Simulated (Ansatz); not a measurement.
```yaml
crystal:
  periodic: [false, false, false]
  atoms:
    - {symbol: Ge, position_ang: [-0.715657, 0.010806, -0.507762]}
    - {symbol: C, position_ang: [-0.661336, -0.017766, 1.482494]}
    - {symbol: F, position_ang: [-1.896525, 0.114311, 2.003804]}
    - {symbol: F, position_ang: [0.092551, 0.985305, 1.966295]}
    - {symbol: F, position_ang: [-0.147959, -1.171060, 1.945856]}
    - {symbol: C, position_ang: [1.180841, 0.008998, -1.113768]}
    - {symbol: F, position_ang: [1.844786, -1.063263, -0.646101]}
    - {symbol: F, position_ang: [1.833495, 1.106141, -0.691686]}
    - {symbol: F, position_ang: [1.260921, -0.018379, -2.458238]}
    - {symbol: H, position_ang: [-1.386367, 1.301025, -0.972588]}
    - {symbol: H, position_ang: [-1.404750, -1.256116, -1.008296]}
basis:
  gaussian: {orbitals: def2-TZVPD}
total_charge: -1
magnetization: {spin_polarized: true, initial_magnetization: 1}
hamiltonian: {xc: pbe0, dispersion: d4}
scf: {omitted_lower_state_checks: [starts]}
output: {orbitals: {seedname: orbitals}}
```

```sh
$ ansatz run in.yaml --threads 4 --pin off --events-out ev --progress --plain --max-ram 4787MiB
```

(1) Does this run fit into the memory that it is given?

Results:

(1) No. It has 386 basis functions, and Ansatz plans for 5.12 GiB where 4.67 GiB are given.
